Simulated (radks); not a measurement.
Results of a calculation; reference values are marked as such.
Q: Gd, 64 electrons, occupied as [Xe] 4f(5/2: 6, 7/2: 2) 5d(3/2: 1, 5/2: 0) 6s1 (not the ground configuration). Code: a radial shooting solver on a logarithmic mesh with Libxc functionals. Model: Dirac Kohn-Sham, relativistic LDA (MacDonald-Vosko exchange, VWN5 correlation), spin-unpolarised, spherical densities, finite nucleus; Fermi nuclear charge, rms radius 5.1569 fm. Some entries of the table are withheld. Estimate them.

orbital,occ.,eigenvalue (hartree),<r^2> (bohr^2),<r> (bohr)
1s1/2,2,-1826.882,0.0006602,0.02200
2s1/2,2,-301.6564,0.01029,0.09307
2p1/2,2,-286.7789,0.007458,0.07768
2p3/2,4,-261.4924,0.008689,0.08448
3s1/2,2,-66.62657,0.06861,0.2448
3p1/2,2,-60.11140,0.06381,0.2342
3p3/2,4,-54.92082,0.07087,0.2472
3d3/2,4,-43.56912,0.05648,0.2190
3d5/2,6,-42.43177,0.05845,0.2231
4s1/2,2,-13.15198,0.3479,0.5549
4p1/2,2,-10.60872,(1),0.5667
4p3/2,4,-9.45124,(2),0.5966
4d3/2,4,(3),0.4658,0.6332
4d5/2,6,(4),0.4816,0.6439
5s1/2,2,-1.64438,2.081,1.358
5p1/2,2,-0.96041,2.707,1.540
5p3/2,4,-0.81151,3.104,1.648
6s1/2,1,-0.12762,(5),4.307
4f5/2,6,-0.08939,1.253,0.9390
4f7/2,2,-0.06381,1.352,0.9649
5d3/2,1,-0.04307,17.28,3.640
5d5/2,0,-0.03736,19.38,3.848

A: 
(1) 4p1/2 <r^2> (bohr^2): 0.3658
(2) 4p3/2 <r^2> (bohr^2): 0.4052
(3) 4d3/2 eigenvalue (hartree): -5.23893
(4) 4d5/2 eigenvalue (hartree): -5.02957
(5) 6s1/2 <r^2> (bohr^2): 21.21
